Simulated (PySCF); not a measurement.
Reproducing measurements on Me2Se

**What was measured.**

From NIST CCCBDB Release 22 (SRD 101), experimental dipoles, for the gas: dipole moment 1.41 ± 0.02 D.

How close the calculation comes is told at the end.

Me2Se, C2H6Se.
Atom-mapped SMILES: `[CH3:1][Se:2][CH3:3]` (hydrogens: H4, H5, H6 on C1; H7, H8, H9 on C3)

Cartesian coordinates in Å at the PBE0-D3(BJ)/def2-SVP level; atoms count from 1:
```
atom  x, y, z in Å
C1     1.4497    0.0819    0.1379
Se2    0.0536    0.6144   -1.0993
C3    -1.4432   -0.0697   -0.0715
H4     1.4569   -1.0090    0.2722
H5     2.4079    0.3935   -0.3000
H6     1.3223    0.5802    1.1092
H7    -1.3594   -1.1572    0.0632
H8    -2.3560    0.1503   -0.6417
H9    -1.5047    0.4276    0.9068
```

The PySCF runs (gas phase, on this PBE0-D3(BJ)/def2-SVP geometry; no spin–orbit coupling):

```
                             level                                          job  basis functions
PBE0-D3(BJ)/def2-SVP, grid level 1  geometry optimisation from a GFN2-xTB start               90
                        PBE0/6-31G                                   shieldings               57
                       PBE0/6-31G*                                   shieldings               72
                       PBE0/STO-3G                                   shieldings               34
                     PBE0/pcSseg-1                                   shieldings              105
                     PBE0/pcSseg-2                                   shieldings              219
```

All basis functions are spherical.

**Comparison with experiment**

**Dipole moment.** Measured: 1.41 D (NIST CCCBDB Release 22 (SRD 101), experimental dipoles).

| level | computed (D) | computed − measured (D) | % (from the printed values) |
| --- | --- | --- | --- |
| PBE0-D3(BJ)/def2-SVP | 1.45 | +0.04 | +3 |
| PBE0/6-31G | 1.76 | +0.35 | +25 |
| PBE0/6-31G* | 1.69 | +0.28 | +20 |
| PBE0/STO-3G | 1.47 | +0.06 | +4 |
| PBE0/pcSseg-1 | 1.50 | +0.09 | +6 |
| PBE0/pcSseg-2 | 1.55 | +0.14 | +10 |

Closest is PBE0-D3(BJ)/def2-SVP (+0.04 D), furthest PBE0/6-31G (+0.35 D); one molecule doesn't rank methods. All 6 levels lie above the measurement. The computed dipoles belong to one fixed geometry; measured ones are averaged over vibrations unless marked μe. Magnitudes are compared, not signs.

The geometry is computed, not the measured one. Where a level misses, the cause wasn't examined.
